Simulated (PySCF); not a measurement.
C₄H₆BF, SMILES FB(C)C=C=C.

The structure is a stationary point at PBE-D3(BJ)/def2-SVP. This is a generated structure with no PubChem entry under its InChIKey; it may be hypothetical. Other conformers were not sampled.

Calculation: PBE-D3(BJ)/def2-SVP (PySCF).

Harmonic, unscaled wavenumbers; measured fundamentals usually lie a few per cent lower.

Computed vibrational spectrum:
```json
[
 {"mode": "1", "ν (cm⁻¹)": "27", "IR (km/mol)": "1.2", "moving atoms (share of kinetic energy)": "H 94 %"},
 {"mode": "2", "ν (cm⁻¹)": "64", "IR (km/mol)": "0.6", "moving atoms (share of kinetic energy)": "C 64 %, H 29 %"},
 {"mode": "3", "ν (cm⁻¹)": "112", "IR (km/mol)": "1.0", "moving atoms (share of kinetic energy)": "C 51 %, F 31 %, H 16 %"},
 {"mode": "4", "ν (cm⁻¹)": "292", "IR (km/mol)": "0.3", "moving atoms (share of kinetic energy)": "C 44 %, H 29 %, F 18 %, B 9 %"},
 {"mode": "5", "ν (cm⁻¹)": "346", "IR (km/mol)": "2.1", "moving atoms (share of kinetic energy)": "H 76 %, C 11 %"},
 {"mode": "6", "ν (cm⁻¹)": "373", "IR (km/mol)": "2.6", "moving atoms (share of kinetic energy)": "C 52 %, F 29 %, H 14 %"},
 {"mode": "7", "ν (cm⁻¹)": "383", "IR (km/mol)": "1.9", "moving atoms (share of kinetic energy)": "C 44 %, H 33 %, B 17 %"},
 {"mode": "8", "ν (cm⁻¹)": "507", "IR (km/mol)": "1.5", "moving atoms (share of kinetic energy)": "H 53 %, C 30 %, B 14 %"},
 {"mode": "9", "ν (cm⁻¹)": "540", "IR (km/mol)": "13.8", "moving atoms (share of kinetic energy)": "C 63 %, H 20 %, B 11 %"},
 {"mode": "10", "ν (cm⁻¹)": "756", "IR (km/mol)": "3.8", "moving atoms (share of kinetic energy)": "C 61 %, H 21 %, F 17 %"},
 {"mode": "11", "ν (cm⁻¹)": "778", "IR (km/mol)": "59.8", "moving atoms (share of kinetic energy)": "H 75 %, C 25 %"},
 {"mode": "12", "ν (cm⁻¹)": "826", "IR (km/mol)": "1.8", "moving atoms (share of kinetic energy)": "H 58 %, C 25 %, F 13 %"},
 {"mode": "13", "ν (cm⁻¹)": "838", "IR (km/mol)": "12.6", "moving atoms (share of kinetic energy)": "H 54 %, B 28 %, C 15 %"},
 {"mode": "14", "ν (cm⁻¹)": "871", "IR (km/mol)": "36.9", "moving atoms (share of kinetic energy)": "H 76 %, C 17 %"},
 {"mode": "15", "ν (cm⁻¹)": "931", "IR (km/mol)": "1.3", "moving atoms (share of kinetic energy)": "H 57 %, C 43 %"},
 {"mode": "16", "ν (cm⁻¹)": "1052", "IR (km/mol)": "3.3", "moving atoms (share of kinetic energy)": "H 62 %, C 37 %"},
 {"mode": "17", "ν (cm⁻¹)": "1077", "IR (km/mol)": "105.7", "moving atoms (share of kinetic energy)": "B 45 %, H 39 %, C 15 %"},
 {"mode": "18", "ν (cm⁻¹)": "1240", "IR (km/mol)": "14.3", "moving atoms (share of kinetic energy)": "H 70 %, C 21 %"},
 {"mode": "19", "ν (cm⁻¹)": "1291", "IR (km/mol)": "263.3", "moving atoms (share of kinetic energy)": "H 44 %, B 31 %, C 21 %"},
 {"mode": "20", "ν (cm⁻¹)": "1323", "IR (km/mol)": "149.9", "moving atoms (share of kinetic energy)": "B 45 %, H 30 %, C 15 %, F 10 %"},
 {"mode": "21", "ν (cm⁻¹)": "1378", "IR (km/mol)": "1.5", "moving atoms (share of kinetic energy)": "H 85 %"},
 {"mode": "22", "ν (cm⁻¹)": "1386", "IR (km/mol)": "22.7", "moving atoms (share of kinetic energy)": "H 84 %, C 13 %"},
 {"mode": "23", "ν (cm⁻¹)": "1396", "IR (km/mol)": "92.2", "moving atoms (share of kinetic energy)": "H 51 %, C 40 %, B 9 %"},
 {"mode": "24", "ν (cm⁻¹)": "1993", "IR (km/mol)": "300.2", "moving atoms (share of kinetic energy)": "C 98 %"},
 {"mode": "25", "ν (cm⁻¹)": "2964", "IR (km/mol)": "0.2", "moving atoms (share of kinetic energy)": "H 96 %"},
 {"mode": "26", "ν (cm⁻¹)": "3044", "IR (km/mol)": "5.3", "moving atoms (share of kinetic energy)": "H 92 %, C 8 %"},
 {"mode": "27", "ν (cm⁻¹)": "3058", "IR (km/mol)": "1.9", "moving atoms (share of kinetic energy)": "H 92 %, C 8 %"},
 {"mode": "28", "ν (cm⁻¹)": "3066", "IR (km/mol)": "3.8", "moving atoms (share of kinetic energy)": "H 94 %"},
 {"mode": "29", "ν (cm⁻¹)": "3086", "IR (km/mol)": "8.5", "moving atoms (share of kinetic energy)": "H 91 %, C 9 %"},
 {"mode": "30", "ν (cm⁻¹)": "3152", "IR (km/mol)": "0.9", "moving atoms (share of kinetic energy)": "H 89 %, C 11 %"}
]
```
